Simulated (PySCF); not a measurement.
This PySCF input asks for the NMR shieldings of SMILES C[SiH](B(CB)O[SiH3])C, C₃H₁₄B₂OSi₂; the geometry comes from GFN2-xTB.

```python
import basis_set_exchange as bse
import numpy as np
from pyscf import gto, dft
from pyscf.prop import nmr

atoms = """
B    -1.684313    2.094444   -0.116247
C    -1.316948    1.105195   -1.258061
B    -0.498086   -0.079003   -0.531299
O    -1.171279   -1.016950    0.112460
Si   -2.476346   -1.740099    0.727194
Si    1.484132   -0.122604   -0.539979
C     2.189180   -1.704780    0.268469
C     2.214376    1.360211    0.424968
H    -0.941142    2.945821    0.191461
H    -2.682309    1.965197    0.483610
H    -2.199919    0.665371   -1.722000
H    -0.693011    1.553688   -2.029026
H    -3.734227   -1.118267    0.306062
H    -2.373495   -3.106165    0.215042
H    -2.295155   -1.628939    2.173589
H     2.096274   -0.051459   -1.892266
H     1.889598   -2.592097   -0.281265
H     1.825378   -1.817166    1.286461
H     3.274137   -1.695093    0.307023
H     1.924627    2.301048   -0.032379
H     1.859098    1.374397    1.452138
H     3.299020    1.326636    0.453197
"""
names = dict.fromkeys(["B", "C", "O", "Si", "H"], "pcSseg-1")
basis = {el: gto.basis.parse(bse.get_basis(n, elements=[el], fmt="nwchem")) for el, n in names.items()}
mol = gto.M(atom=atoms, basis=basis, charge=0, verbose=0)
mf = dft.RKS(mol, xc="PBE0")
mf.grids.level = 2
mf.grids.alignment = dft.numint.BLKSIZE   # the property module wants whole blocks of grid points
mf.conv_tol = 1e-9
mf.kernel()

calc = nmr.RKS(mf)   # GIAO
C = mf.mo_coeff
Co = C[:, mf.mo_occ > 0]
resp = mf.gen_response(singlet=True, hermi=2)
def vind(x):   # induced exchange potential for any number of trial vectors
    d = np.einsum("pi,xij,qj->xpq", C, 2 * x.reshape(-1, C.shape[1], Co.shape[1]), Co, optimize=True)
    return np.einsum("xpq,pi,qj->xij", resp(d - d.transpose(0, 2, 1)), C, Co, optimize=True).ravel()
mo1, _ = nmr.rhf.solve_mo1(calc, with_cphf=vind)
sigma = calc.kernel(mo1)
for i, s in enumerate(sigma):   # ppm
    w = np.linalg.eigvalsh((s + s.T) / 2)
    print("%2d %-2s iso %8.1f  s11 %8.1f  s22 %8.1f  s33 %8.1f" % (i, mol.atom_pure_symbol(i), w.mean(), *w))
```

Task: What are the results?

Result: 
```
 0 B  iso     15.9  s11    -63.5  s22    -24.0  s33    135.2
 1 C  iso    127.1  s11     37.0  s22    147.6  s33    196.9
 2 B  iso     38.2  s11    -34.0  s22     51.6  s33     97.1
 3 O  iso    114.5  s11   -104.5  s22     69.6  s33    378.5
 4 Si iso    394.4  s11    358.5  s22    366.6  s33    458.0
 5 Si iso    403.6  s11    370.7  s22    401.5  s33    438.7
 6 C  iso    192.7  s11    189.9  s22    191.7  s33    196.4
 7 C  iso    192.9  s11    188.8  s22    189.9  s33    199.9
 8 H  iso     23.8  s11     15.6  s22     26.4  s33     29.5
 9 H  iso     23.9  s11     16.0  s22     26.3  s33     29.3
10 H  iso     28.6  s11     25.4  s22     27.9  s33     32.6
11 H  iso     28.1  s11     26.2  s22     27.7  s33     30.5
12 H  iso     26.1  s11     23.0  s22     25.1  s33     30.2
13 H  iso     26.4  s11     23.0  s22     25.4  s33     30.8
14 H  iso     26.6  s11     23.3  s22     25.4  s33     31.0
15 H  iso     27.4  s11     24.5  s22     26.0  s33     31.9
16 H  iso     31.8  s11     27.2  s22     29.0  s33     39.0
17 H  iso     31.8  s11     28.0  s22     29.6  s33     38.0
18 H  iso     31.7  s11     26.8  s22     29.3  s33     39.1
19 H  iso     31.3  s11     26.5  s22     28.6  s33     38.9
20 H  iso     31.9  s11     28.0  s22     29.5  s33     38.3
21 H  iso     31.4  s11     26.9  s22     28.8  s33     38.6
```

These numbers come from an equivalent density-fitted implementation of the same equations, which agrees with the script to about 0.01 ppm for H and up to a few tenths of a ppm for heavy atoms, so last digits may differ.

Size and cost of the density-fitted run: 220 basis functions, 48 s wall time on 1 thread of an Arm Neoverse V2, shared host; peak memory 1.1 GiB.
